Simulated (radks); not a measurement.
Problem. Radial electron density D(r) = 4 pi r^2 rho(r) of an atom or ion with 21 electrons. Calculated with a radial shooting solver on a logarithmic mesh with Libxc functionals: Dirac Kohn-Sham, B86b exchange with PBE correlation, spin-unpolarised, spherical densities, point nucleus.

```
   r/bohr * D(r) (the largest magnitude, 27.8, reaches the edge; | marks zero)
 0.008991 |         *
   0.0119 |               *
  0.01562 |                      *
   0.0205 |                              *
  0.02712 |                                        *
   0.0356 |                                               *
  0.04672 |                                                   *
  0.06133 |                                                *
  0.08115 |                                          *
   0.1065 |                                      *
   0.1398 |                                         *
    0.185 |                                                   *
   0.2428 |                                                      *
   0.3187 |                                          *
   0.4183 |                        *
   0.5535 |               *
   0.7265 |                  *
   0.9536 |                   *
    1.262 |             *
    1.656 |     *
    2.174 | *
    2.853 |*
    3.775 |*
    4.955 *
    6.505 *
    8.606 *
```

What is the nuclear charge?

Solution. Z = 22. The innermost maximum, from 1s, lies near gamma/Z bohr with gamma = sqrt(1 - (Z/c)^2) = 0.987, here 0.0449 bohr (found: 0.0479), and its height grows with Z. The density is that of the titanium ion Ti+ in [Ar] 3d2 4s0.75 4p0.25; the configuration itself is not fixed sharply by these data, and Z only to about a unit. D(r) has 3 maxima, at r = 0.0479, 0.226, 0.873 bohr, and minima at 0.109, 0.567 bohr, inside which lie 2.14, 10.43 electrons.
